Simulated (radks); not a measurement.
Question: All-electron atom: Eu LXI in [He] 2s1. All-electron calculation, non-relativistic Kohn-Sham, LDA (Slater exchange, Perdew-Wang correlation), spin-unpolarised, spherical densities, point nucleus; relativity is left out, which matters for an element this heavy; without spin polarisation the odd electron is poorly described. Program: a radial shooting solver on a logarithmic mesh with Libxc functionals. Some entries of the table are withheld. Estimate them.

| orbital | occ. | eigenvalue (hartree) | <r^2> (bohr^2) |
|---|---|---|---|
| 1s | 2 | (1) | 0.0007684 |
| 2s | 1 | -466.5881 | 0.01103 |
| 2p | 0 | (2) | 0.007994 |
| 3s | 0 | -204.7461 | 0.05507 |

Answer: 
(1) 1s eigenvalue (hartree): -1916.174
(2) 2p eigenvalue (hartree): -462.3246
